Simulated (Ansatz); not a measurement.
Input for Ansatz (a quantum-chemistry and plane-wave program): U-CCSD(T)/def2-TZVPP on H3NPb (SMILES [NH2][PbH]), a point of a bond scan (R = 5.035 Å). Elements past Kr take the def2 small-core potentials; no spin–orbit coupling. The run froze 10 orbitals, filled d shells among them.

Ansatz 0.2 input:
```yaml
crystal:
  periodic: [false, false, false]
  atoms:
    - {symbol: Pb, position_ang: [-0.05694593, 0.13456917, 0.16632944]}
    - {symbol: H, position_ang: [-1.91583558, 3.13143139, -3.42692449]}
    - {symbol: N, position_ang: [0.56443627, -1.27984887, -1.29975235]}
    - {symbol: H, position_ang: [0.42875834, -1.17436011, -2.29403486]}
    - {symbol: H, position_ang: [1.03517771, -2.14588818, -1.08220763]}
basis:
  gaussian:
    orbitals: def2-TZVPP
correlation: {method: ccsd_t, electrons: outside_noble_gas}
scf: {omitted_lower_state_checks: [cluster_reference]}
magnetization: {spin_polarized: true, initial_magnetization: 0}
```

The head of its log:

```
WARN ansatz: RAYON_NUM_THREADS=1 ignored (pool sized by the plan → 1); use --threads N
Functional definition: HF
these checks for a lower state are left out or cut short: cluster_reference
integrals: 0.31 GiB planned
902 factors; integrals over basis functions are off by at most 1.1e-3 eV
mean field: 0.35 GiB planned
mean field evaluation 1: about -6739.6543 eV, gradient 2.9e1 eV
mean field evaluation 2: about -6739.6549 eV, gradient 2.9e1 eV
mean field evaluation 4: about -6743.2202 eV, gradient 9.4e0 eV
mean field evaluation 8: about -6744.5731 eV, gradient 4.1e-1 eV
mean field evaluation 16: about -6744.5751 eV, gradient 2.0e-3 eV
mean field evaluation 32: about -6747.6056 eV, gradient 1.7e-6 eV
mean field evaluation 64: about -6745.1883 eV, gradient 3.5e0 eV
mean field evaluation 96: about -6745.1883 eV, gradient 3.5e0 eV
mean field evaluation 128: about -6744.4787 eV, gradient 8.7e-1 eV
mean field evaluation 160: about -6744.5597 eV, gradient 1.1e0 eV
mean field -6747.60558052 eV, -247.9699313928 hartree, gradient 1.8e-6 eV, S^2 1.009717; 14 other end points of the search recorded, 0 dependent functions left out
10 core orbitals not correlated, not the lowest: weight in the atoms' cores, before any rotation towards them, 0.504 or more for the frozen orbitals, at most 0.499 for the correlated occupied ones
reference -6747.60558052 eV, -247.9699313928 hartree; 6, 6 occupied and 107, 107 virtual orbitals, 902 factors
```

Task: What total energy does the run end on?

Result: -248.2792 hartree (reference determinant -247.9699, T1 diagnostic 0.020). Its determinant has ⟨S²⟩ = 1.01, a mixture of spin states.
